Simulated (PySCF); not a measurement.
CH3AlBrF, SMILES [CH3][Al]([F])[Br]. The structure is a stationary point at B3LYP-D3(BJ)/def2-SVP. The structure was generated by enumeration; whether it is a known compound was not checked.

Question: Give the equilibrium geometry at B3LYP-D3(BJ)/def2-SVP (PySCF confirms it by a frequency run) as a Z-matrix, and its point group. (Estimate from the structure and the level; the computed values follow.)

Answer: point group Cs.
```
C
H 1 1.1004
H 1 1.1031 2 108.45
H 1 1.1031 2 108.45 3 115.88
Al 1 1.9346 2 112.19 3 -122.06
F 5 1.6653 1 120.26 2 -180.00
Br 5 2.2557 6 115.92 1 180.00
```
